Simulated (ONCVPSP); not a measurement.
# An all-electron radial function and its pseudo partner (tantalum (Ta))

Columns: radius, all-electron u(r) and pseudo u(r) of the 5d shell (level -3.79 eV) of tantalum in the configuration [Kr] 4d10 4f14 5s2 5p6 5d3 6s2; LDA (Perdew-Zunger), scalar-relativistic, ONCV scheme, ONCVPSP 4.0.1.

```
r (bohr)  all-electron  pseudo
   0.123        0.1969  0.0020
   0.245       -0.0852  0.0150
   0.368       -0.2940  0.0477
   0.490       -0.2419  0.1036
   0.613       -0.0608  0.1823
   0.735        0.1422  0.2766
   0.858        0.3226  0.3787
   0.980        0.4632  0.4769
   1.103        0.5661  0.5637
   1.225        0.6348  0.6314
   1.348        0.6771  0.6782
   1.470        0.6984  0.7039
   1.593        0.7043  0.7117
   1.715        0.6989  0.7057
   1.838        0.6852  0.6900
   1.960        0.6661  0.6687
   2.083        0.6430  0.6440
   2.205        0.6177  0.6179
   2.328        0.5909  0.5909
   2.450        0.5636  0.5636
   2.573        0.5361  0.5361
   2.695        0.5090  0.5090
   2.818        0.4823  0.4823
   2.940        0.4566  0.4566
   3.063        0.4315  0.4315
   3.185        0.4076  0.4076
```

(1) How many radial nodes do the two functions have?

(2) At about which radius was the pseudo-wave matched?

(3) Is the pseudo-wave norm-conserving?

Results:

(1) The all-electron 5d function has n − l − 1 = 2; the pseudo-wave has 0, since the states of the same l below it are removed with the core.

(2) 2.45 bohr. The columns agree to 0.0005 from 2.21 bohr on; several derivatives are matched, so the curves merge somewhat inside the radius.

(3) Yes: the ONCV scheme keeps the norm inside the radius equal to the all-electron one, which fixes the energy derivative of the logarithmic derivative at the level.
